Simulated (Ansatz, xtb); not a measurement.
Breaking the Si5–H6 bond in BH5OSi (SMILES BO[SiH3]) (multiplicity 1 held, fragments rigid). Energies count from the point at 1.477 Å.
Geometry at that point (charge 0, multiplicity 1):
```xyz
8

B     -0.35531     0.16771     1.74611
H     -1.12198     0.72283     2.47444
H      0.51570    -0.54224     2.16560
O     -0.48933     0.35731     0.41765
Si     0.33066    -0.20123    -0.91476
H      0.86264     0.96822    -1.64325
H     -0.62978    -0.93425    -1.76420
H      1.43536    -1.09434    -0.49777
```

Unrestricted levels (U-) break spin symmetry where that is lower. Levels need not reach the same state.

Codes used: Ansatz (an electronic-structure program) with Gaussian orbitals; xtb for the GFN methods.  The GFN methods have no spin term and hold the electronic entropy of 300 K.

### Question
What energy at R = 4.726 Å does GFN2-xTB give?

### Answer
105.7 kcal/mol

### Question
What energy at R = 4.726 Å does U-r2SCAN/cc-pV(T+d)Z give?

### Answer
93.5 kcal/mol

### Question
Predict the energy at R = 4.726 Å from U-PBE/cc-pV(T+d)Z.

### Answer
92.1 kcal/mol

Doubts at one or more of the structures used: a spin-contaminated determinant (U-PBE/cc-pV(T+d)Z, U-r2SCAN/cc-pV(T+d)Z).
